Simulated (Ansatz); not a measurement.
Born–Oppenheimer molecular dynamics of GaH$_{3}$ (4 atoms, charge 0, multiplicity 1). It starts at the highest image of a converged band, a first-order saddle point between two minima.

These are results of RKS revPBE-D4/def2-mTZVP in Ansatz, not measurements.

```yaml
ensemble: NVE (velocity Verlet)
time_step: 0.5 fs
steps_asked: 200
starting_velocities_drawn_for: 300 K
seed: 8742
```

First frame:

```xyz
4
Properties=species:S:1:pos:R:3
Ga 0.420 0.000 -0.582
H 0.492 0.000 1.300
H 1.744 0.000 0.284
H -1.077 0.000 -0.091
```

(1) How far do the bonds stretch over the last three quarters of this one trajectory? (Pairs bonded in most of those frames.)

## Answers

(1) 
| bond | mean (Å) | spread (Å) | shortest | longest |
| --- | --- | --- | --- | --- |
| Ga1–H2 | 1.605 | 0.101 | 1.44 | 1.82 |
| Ga1–H3 | 1.716 | 0.156 | 1.36 | 1.96 |
| Ga1–H4 | 1.665 | 0.112 | 1.40 | 1.85 |

Pairs bonded in part of these frames only: Ga1–H3 89 %.

Mean temperature of the second half: 3991 K. The conserved energy stayed within 0.84 meV per atom of its start (net change -0.6 meV per atom), so the integration is sound. The kinetic energy rose, since the run started high on the potential surface and went downhill. A run of 0.1 ps of so small a system gives no equilibrium averages. The orbitals stay closed-shell, which can raise the energy where a bond breaks towards radicals; this wasn't checked here.

Time of the run: 2.2 min on 1 thread of Arm Neoverse V1, on a shared host, peak memory 0.085 GiB.
